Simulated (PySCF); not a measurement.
# How methods differ on the electron affinity of Rb

Rb⁻ [Kr] 5s2 (1S) → Rb [Kr] 5s1 (2S), as a difference of total energies. Computed with PySCF 2.14 in aug-cc-pwCVTZ-X2C with one added diffuse shell each of s, p, d, f type (11s10p8d4f, 109 functions), with scalar relativity by spin-free X2C-1e. Correlated levels: valence and next inner shell: [Ar] 3d10 frozen. The calculations carry no spin-orbit coupling.

```csv
method,electron affinity (eV)
UHF,-0.073
MP2 (valence and next inner shell),0.342
SCS-MP2 (valence and next inner shell),0.402
CCSD (valence and next inner shell),0.441
CCSD(T) (valence and next inner shell),0.480
```

Errors of the correlated levels include the incompleteness of this basis and the frozen core.

A negative affinity means that the anion lies above the atom at that level of theory.

The coupled-cluster amplitudes are large for Rb⁻ (T1 above 0.03 or a double amplitude above 0.15), so a single reference is strained.

Problem. Which method comes closest to the reference value, and which is furthest?

Solution. The reference is 0.486 eV (measured; photodetachment measurements, as compiled on the Wikipedia data page of electron affinities). Closest: CCSD(T) (valence and next inner shell) (error -0.006 eV); furthest: UHF (error -0.559 eV).
